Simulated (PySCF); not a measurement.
Computed structure and properties of TlH3

System: TlH3 (singlet); start: template (C2v). Method: PySCF 2.14.0, RKS TPSS, Tl def2-SVP with ECP60, H def2-SVP; non-relativistic Hamiltonian with scalar-relativistic core potentials where named; density fitting; no spin-orbit coupling.

Input of the relaxation:

```python
mol = gto.M(atom='''
Tl    -0.00955     0.00000     0.00000
H     -0.00955     0.00000     1.97000
H     -0.00955    -0.00000    -1.97000
H      1.96045     0.00000     0.00000''',
    basis={'Tl': 'def2-SVP', 'H': 'def2-SVP'},
    ecp={'Tl': 'def2-SVP'},
    charge=0, spin=0)
mf = dft.RKS(mol, xc='TPSS')
mf.grids.atom_grid = (50, 194)
mf = mf.density_fit()  # fitting sets: Tl def2-universal-JKFIT, H def2-universal-JKFIT
mf.conv_tol = 1e-08; mf.max_cycle = 55
mf.kernel(dm0)  # dm0: converged density of the start geometry
# quasi-Newton relaxation in Cartesian coordinates to a largest gradient under 0.00045 Eh/bohr, steps kept in the point group
```

Run from Python with OMP_NUM_THREADS=2; the lines above give its settings. Where DIIS fails, smearing, a level shift and second-order steps follow.
It took 5.4 s on 2 threads of Arm Neoverse V2, on a shared host, from the converged density of the start.

Course of the relaxation:

| step | energy above end (eV) | largest force component within the symmetry (eV/Å) |
| --- | --- | --- |
| 0 | 1.4128 | 2.475 |
| 1 | 0.6664 | 1.457 |
| 2 | 0.1583 | 0.447 |
| 3 | 0.0405 | 0.161 |
| 4 | 0.0045 | 0.170 |
| 5 | 0.0001 | 0.030 |
| 6 | 0.0000 | 0.009 |
| 7 | 0.0000 | 0.000 |

Relaxed geometry (D3h):

```xyz
4

Tl    0.4821    0.0000    0.0000
H    -0.3961    0.0000    1.5253
H    -0.3961    0.0000   -1.5253
H     2.2419    0.0000    0.0000
```

| contact | Å |
| --- | --- |
| Tl1–H2 (H) | 1.760 |
| Tl1–H3 (H) | 1.760 |
| Tl1–H4 (H) | 1.760 |

On the finer grid (75, 302):

```
HOMO                                                          : -7.02 eV
LUMO                                                          : -2.40 eV
Dipole about the centre of mass                               : 0.00 D
Set of Mulliken populations of Tl1 outside the core potential : s 3.41, p 7.38, d 9.96
D3(BJ) dispersion energy (not in the energies)                : -0.043 eV
```

```
atom  Mulliken (e)  Löwdin (e)  spin (e)
 Tl1          0.25        0.26      0.00
  H2         -0.08       -0.09      0.00
  H3         -0.08       -0.09      0.00
  H4         -0.08       -0.09      0.00
```

No frequency check is given for this geometry.

Taking off one H (charge -1, singlet; the rest: singlet) in vacuum, both parts rigid, costs 10.90 eV; the small basis without counterpoise inflates it. Most of it is the attraction of opposite charges; other ways to part are cheaper, and one spin state was tried for the rest.

Rigid scan of H along the line from its metal:

```tsv
distance to H2 (Å)	energy (eV)
1.46	0.782
1.56	0.297
1.66	0.064
1.76	0.000
1.86	0.049
1.96	0.172
2.16	0.544
2.46	1.209
2.86	2.039
3.36	2.830
```

One start shape was tried, so this needn't be the lowest isomer.
